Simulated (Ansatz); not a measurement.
Ansatz results at the PBE0-D4/def2-TZVP geometry: LUMO energy (B3LYP/def2-TZVPP) -2.97 eV; vertical ionisation energy (CCSD(T)/def2-TZVPP) 8.80 eV; HOMO energy (ωB97M-V/def2-TZVPP) -8.74 eV.

**Question.** Which molecule gave them?
A. `[NH2][Sn][F]`
B. `[CH3][Sn][Cl]`
C. `[Br][Sn][Br]`
D. `[F][Sn][SH]`

**Answer.** B. The others give `[F][Sn][SH]`: -2.85, 9.85, -9.55; `[NH2][Sn][F]`: -2.11, 9.75, -9.85; `[Br][Sn][Br]`: -3.43, 9.70, -9.70.

B3LYP here is the variant with VWN-RPA as its local correlation; programs differ in this.
